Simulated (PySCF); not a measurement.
C4H7FSi, SMILES C=C[SiH](F)C=C.

Coordinates come from a PBE0-D3(BJ)/def2-SVP optimisation. One conformer was computed; it need not be the lowest.

These are PBE/def2-TZVP in PySCF values and carry that method's errors.

The molecule is in vacuum.

| Quantity | Value |
|---|---|
| total energy | -545.64511 hartree |
| highest occupied level | -6.89 eV |
| lowest empty level | -1.94 eV |
| orbital gap | 4.95 eV |
| dipole moment | 1.79 D |
| quadrupole, principal values (traceless, Buckingham form, about the centre of nuclear charge) | -5.16, -1.30, 6.45 D·Å |
| mean static polarisability | 74.6 bohr³ (11.06 Å³) |
| polarisability, principal values | 57.2, 60.0, 106.7 bohr³ |
